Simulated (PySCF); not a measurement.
Computed shifts of a molecule C2H8N2Si2, PBE/pcSseg-1 in PySCF, GIAO, gas phase, equivalent atoms averaged, in ppm (number of nuclei): ¹³C: 231.1 (1), 36.6 (1). ¹⁵N: 474.2 (1), 38.7 (1). ²⁹Si: -9.4 (1), -24.3 (1). ¹H: 6.02 (1), 5.63 (1), 5.59 (1), 2.68 (3), 1.81 (1), 1.21 (1). References: ¹³C against TMS (σ = 182.0 ppm); ¹⁵N against NH3 (σ = 267.0 ppm); ²⁹Si against TMS (σ = 335.4 ppm); ¹H against TMS (σ = 31.49 ppm), references at their B3LYP-D3(BJ)/def2-TZVP geometries, non-relativistic. The structure is a stationary point at PBE0-D3(BJ)/def2-SVP. The values are those of a single conformer.

Q: Which structure fits?
A) N[Si@H]1C=NC[SiH2]1
B) CC1=N[SiH2][Si@H]1N
C) C[Si@@H]1N=C[Si@@H]1N
D) N[SiH2]N1C=C[SiH2]1

A: B, CC1=N[SiH2][Si@H]1N
